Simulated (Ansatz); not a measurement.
`Cc1ccc[nH]1` + `[OH][Sc]([OH])[OH]` → `C[O][Sc]([OH])[OH]` + `c1cc[nH]c1`  (substitution at a C–C bond)

Computed with Ansatz on PBE0-D4/def2-TZVP structures; ΔE is electronic, products minus reactants. CCSD(T)/CBS adds triple-zeta CCSD(T) − MP2 to the extrapolated MP2 energy (def2 sets, frozen cores). Functionals use def2-TZVPP. For Sc outer-core shells are correlated without core-valence functions, which leaves a few kJ/mol of doubt a bond. Scalar relativity is left out up to krypton. Each species was taken in one conformer, which may not be the lowest.

CCSD(T)/CBS gives +15.0 kcal/mol.

Problem. Another level gave +15.0 kcal/mol. Which?
A. BLYP/def2-TZVPP
B. MP2/def2-TZVPP
C. PBE0-D4/def2-TZVPP
D. BHLYP-D4/def2-TZVPP

Solution. C. PBE0-D4 15.0, BHLYP-D4 13.9, MP2/def2-TZVPP 16.2, BLYP 11.8 kcal/mol.

Largest T1 diagnostic among the species: 0.016.

Leaving LDA and LC-ωPBE aside and taking each functional with its dispersion term where it has one, the values, not all of them listed here, spread over 2.3 kcal/mol, from BLYP-D4 to PBE-QIDH. LDA lies +1.2 kcal/mol from PBE without D4. In def2-TZVPP, CCSD(T) changes the Hartree–Fock value by +2.1 kcal/mol (the triples alone add +0.1 kcal/mol) and MP2 by +3.7 kcal/mol.
